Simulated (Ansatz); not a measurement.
Stepwise substitution at one centre (B F-Cl). All species are isolated molecules in the gas phase. Strings in code marks are SMILES.

Quantity: vertical ionisation energy (energy after one electron is removed minus that of the parent at the parent's geometry), in eV.

Case: `FB(F)Cl`. Geometry of `FB(Cl)F` (neutral, multiplicity 1, Å):

```xyz
4

F     -0.9542    -0.9724    -0.0755
B     -0.0960     0.0162    -0.1322
F     -0.4821     1.2149     0.2297
Cl     1.5323    -0.2587    -0.6803
```

Question: Give the vertical ionisation energy (energy after one electron is removed minus that of the parent at the parent's geometry) at the level frozen-core CCSD(T)/cc-pVTZ // PBE0-D3(BJ)/def2-TZVP (Ansatz, an electronic-structure program).

Answer: 12.80 eV.
